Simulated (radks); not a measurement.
Question: Xe+, 53 electrons, occupied as [Kr] 4d10 5s2 5p4 7s1 (not the ground configuration). All-electron calculation, Dirac Kohn-Sham, PBE, spin-unpolarised, spherical densities, finite nucleus; open shells are shared between the two j in proportion to 2j + 1; Fermi nuclear charge, rms radius 4.7859 fm. Program: a radial shooting solver on a logarithmic mesh with Libxc functionals. Some entries of the table are withheld. Estimate them.

orbital     occ.  eigenvalue (eV)  <r> (bohr)
1s1/2          2        -34362.35     0.02666
2s1/2          2        -5361.169      0.1142
2p1/2          2        -5038.082     0.09620
2p3/2          4        -4713.448      0.1020
3s1/2          2              (1)         (2)
3p1/2          2        -976.5317      0.2962
3p3/2          4        -914.8694      0.3078
3d3/2          4              (3)      0.2787
3d5/2          6              (4)      0.2824
4s1/2          2        -215.0039      0.7166
4p1/2          2        -167.4424      0.7456
4p3/2          4        -155.1391      0.7733
4d3/2          4              (5)         (6)
4d5/2          6              (7)         (8)
5s1/2          2         -35.7368       1.788
5p1/2    1.33333         -24.1808       2.043
5p3/2    2.66667         -22.6512       2.123
7s1/2          1          -3.7890       8.938

Answer: 
(1) 3s1/2 eigenvalue (eV): -1110.848
(2) 3s1/2 <r> (bohr): 0.3061
(3) 3d3/2 eigenvalue (eV): -678.5083
(4) 3d5/2 eigenvalue (eV): -665.4767
(5) 4d3/2 eigenvalue (eV): -78.1824
(6) 4d3/2 <r> (bohr): 0.8685
(7) 4d5/2 eigenvalue (eV): -76.1905
(8) 4d5/2 <r> (bohr): 0.8792
